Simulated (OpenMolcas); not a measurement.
**Ag II: effect of the IPEA shift**

```
Program             : OpenMolcas
Basis               : ANO-RCC-VDZP [6s5p3d1f]
Scalar Hamiltonian  : DKH2, point nucleus
Active space        : 10 electrons in 6 orbitals (4d 5s)
State averaging     : 2S+1 = 1 even, 6 roots; 2S+1 = 3 even, 5 roots kept (CI in the orbitals of an earlier block)
Spin-orbit coupling : RASSI with atomic mean-field integrals over the reference wave functions, term energies averaged over their components
```

Methods on the same reference wave functions:
A. CASSCF
B. SS-CASPT2, IPEA 0.25 Eh, imaginary shift 0.1 Eh (closed shells correlated: 4s 4p)
C. SS-CASPT2, IPEA 0.5 Eh, imaginary shift 0.1 Eh (closed shells correlated: 4s 4p)

Energies in cm-1 above 4d10 1S0, the measured ground level; measured values from NIST Handbook of Basic Atomic Spectroscopic Data.

```json
{"Level": "4d10 1S0", "A": "0.0", "B": "0.0", "C": "0.0", "Measured": "0.0"}
{"Level": "4d9 5s 3D3", "A": "31166", "B": "40010", "C": "40620", "Measured": "39168"}
{"Level": "4d9 5s 3D2", "A": "32875", "B": "41580", "C": "42190", "Measured": "40745"}
{"Level": "4d9 5s 3D1", "A": "35595", "B": "44440", "C": "45050", "Measured": "43743"}
{"Level": "4d9 5s 1D2", "A": "38773", "B": "46980", "C": "47610", "Measured": "46049"}
```

Deviations, from unrounded energies. A percentage is the sum of absolute deviations over the sum of measured energies, with the sign that they share, or ± where signs differ.

```tsv
Against measurement	Levels	A	B	C
mean absolute deviation (cm-1)	4	7800	820	1400
other configurations (%)	4	-18.4	+1.9	+3.4
```

B lies closest to measurement on these levels and A furthest from it. The largest miss of B in the table is 4d9 5s 1D2, by +940 cm-1. The ranking rests on the paired levels alone, and a cruder setting can come out closer through cancelling errors.

Between B and C the level of the table that moves most is 4d9 5s 1D2, by 630 cm-1 (lowest in B, highest in C). Moves below CASPT2's spread within the term are not significant.

The lowest spin-free term lies below A's lowest term by 0.415 hartree in B, 0.414 hartree in C.

CASPT2 does not keep the components of a term degenerate, so their means are used; among the terms shown or strongly mixed into the levels shown the widest spread is 16 cm-1 (4d9 5s 1D, C). Terms from blocks run as CI alone lack orbitals of their own. A single d shell beside an s shell can misplace configurations of different d count against each other. Without dynamic correlation excited terms often stand tens of per cent too high (terms of higher spin than the ground term too low), and those without a measured partner can miss by more than the paired ones (holds for A). Computed and measured levels are paired by configuration, term and J; levels that our copy of the source lacks, or whose pairing is in doubt (as where it misses far off the trend of its configuration), stay unpaired and out of the deviations. Levels of configurations outside the active space are missing.
